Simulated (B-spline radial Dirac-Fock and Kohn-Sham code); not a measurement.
**How the binding energies of W²⁴⁺ add up**

System: tungsten as W²⁴⁺ in the configuration [Kr] 4d10 4f4; nuclear rms radius 5.3658 fm (A = 184).

Input file task.json (cfg lists n, l and occupation; rrms is the nuclear radius in fm):

```json
{"items": [{
  "Z": 74,
  "q": 24,
  "cfg": [[1, 0, 2], [2, 0, 2], [2, 1, 6], [3, 0, 2], [3, 1, 6], [3, 2, 10], [4, 0, 2], [4, 1, 6], [4, 2, 10], [4, 3, 4]],
  "A": 184,
  "rrms": 5.3658,
  "do": ["binding"]
}]}
```

Run with: `python xray_run.py task.json out`

These are calculated numbers from a B-spline atomic structure program; the model is multi-electron Dirac-Fock with separately optimised hole states, Breit and Lamb-shift corrections added in first order. Correlation and solid-state effects are left out. Energies are counted from the vacuum level.

All terms are in eV, carry their sign (relaxation lowers the binding energy) and add up to the binding energy; ⟨r⟩ is the mean radius of the orbital in the initial state.

| subshell | −ε (Koopmans) | relaxation | Breit | QED | binding energy | ⟨r⟩ (bohr) |
| --- | --- | --- | --- | --- | --- | --- |
| K (1s) | 70706.3 | -70.74 | -229.31 | -120.09 | 70286.2 | 0.018 |
| L1 (2s) | 12954.4 | -35.11 | -25.86 | -17.52 | 12875.9 | 0.077 |
| L2 (2p1/2) | 12393.6 | -39.66 | -42.68 | 0.03 | 12311.3 | 0.064 |
| L3 (2p3/2) | 11038.9 | -36.54 | -26.01 | -1.70 | 10974.6 | 0.072 |
| M1 (3s) | 3618.4 | -13.30 | -4.84 | -4.06 | 3596.2 | 0.200 |
| M2 (3p1/2) | 3370.0 | -14.25 | -8.16 | -0.09 | 3347.5 | 0.190 |
| M3 (3p3/2) | 3071.3 | -12.93 | -4.66 | -0.43 | 3053.3 | 0.204 |
| M4 (3d3/2) | 2659.5 | -15.32 | -3.56 | 0.32 | 2640.9 | 0.179 |
| M5 (3d5/2) | 2595.4 | -14.81 | -2.31 | 0.14 | 2578.4 | 0.183 |
| N1 (4s) | 1317.0 | -2.63 | -1.22 | -1.08 | 1312.0 | 0.433 |
| N2 (4p1/2) | 1210.5 | -2.67 | -2.01 | -0.02 | 1205.8 | 0.435 |
| N3 (4p3/2) | 1132.3 | -2.29 | -1.09 | -0.11 | 1128.8 | 0.460 |
| N4 (4d3/2) | 955.1 | -2.38 | -0.72 | 0.08 | 952.0 | 0.461 |
| N5 (4d5/2) | 939.5 | -2.24 | -0.42 | 0.03 | 936.9 | 0.470 |
| N6,7 (4f) | 730.6 | -2.40 | 0.04 | 0.05 | 728.3 | 0.461 |

For the deepest level, K (1s), the Breit terms make up -0.326 % of the binding energy, QED -0.171 % and orbital relaxation -0.101 %.

Spin-orbit splittings: 2p 1336.6 eV, 3p 294.2 eV, 3d 62.49 eV, 4p 77.01 eV, 4d 15.12 eV.

Going to the tabulated ground configuration of the next ion removes an electron from N6,7 (4f), computed at 728.3 eV. NIST lists 734.1 ± 1.7 eV as the ionisation energy of this species (semi-empirical), +5.80 eV from the computed value. Where a p, d or f shell is open in either ion the computed value averages over both j values and all terms, while the table refers to the lowest levels; that difference holds spin-orbit splitting (largest in heavy or highly charged ions), term energies where several electrons share open shells, and correlation, and it can reach 10 % or more.
